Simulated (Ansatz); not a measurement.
Relaxation of AlH6NOSi2 (11 atoms, charge 0, multiplicity 1), to a largest force component of 0.02 eV/Å in at most 50 steps.

These are results of RKS B3LYP/def2-SVP (Ansatz), not measurements.

```xyz
11
Properties=species:S:1:pos:R:3
O -2.183 -0.264 0.228
Si -0.919 -0.832 1.134
Si 0.978 -0.186 0.190
N 1.044 1.591 -0.148
Al 0.833 0.789 -1.905
H -2.169 -0.673 -0.654
H -2.788 0.108 0.918
H -0.953 -0.284 2.498
H 2.295 -0.564 0.853
H 1.950 1.939 -0.041
H 0.139 0.723 -3.308
```

Question: Where does it end, and by what steps?

Answer: The forces met the threshold. After 16 steps the energy has fallen by 3.623 eV; H8 moved furthest, 0.74 Å.

| step | energy less start (eV) | largest force component (eV/Å) | accepted |
| --- | --- | --- | --- |
| 0 | 0.0000 | 5.291 | yes |
| 1 | -1.5851 | 3.409 | yes |
| 2 | -2.6903 | 1.494 | yes |
| 3 | -3.2463 | 1.998 | yes |
| 4 | -3.4135 | 1.271 | yes |
| 5 | -3.5359 | 0.794 | yes |
| 6 | -3.5598 | 0.490 | yes |
| 7 | -3.6092 | 0.387 | yes |
| 8 | -3.6164 | 0.148 | yes |
| 9 | -3.6184 | 0.185 | yes |
| 10 | -3.6074 | 0.279 | no |
| 11 | -3.6216 | 0.049 | yes |
| 12 | -3.6218 | 0.041 | yes |
| 13 | -3.6226 | 0.035 | yes |
| 14 | -3.6228 | 0.072 | yes |
| 15 | -3.6232 | 0.026 | yes |
| 16 | -3.6233 | 0.007 | yes |

```xyz
11
Properties=species:S:1:pos:R:3
O -2.201 -0.302 0.202
Si -0.739 -0.982 1.647
Si 1.020 -0.310 0.180
N 1.298 1.395 -0.352
Al 0.750 0.731 -1.907
H -2.485 -1.074 -0.314
H -2.989 0.000 0.683
H -0.885 0.412 2.269
H 2.297 -1.034 0.524
H 1.628 2.188 0.193
H 0.534 1.322 -3.361
```

Whether the end is a true minimum wasn't checked by a vibrational analysis.

Time of the run: 33 s on 2 threads of Intel(R) Xeon(R) 6975P-C (Granite Rapids), on a shared host, peak memory 0.27 GiB.
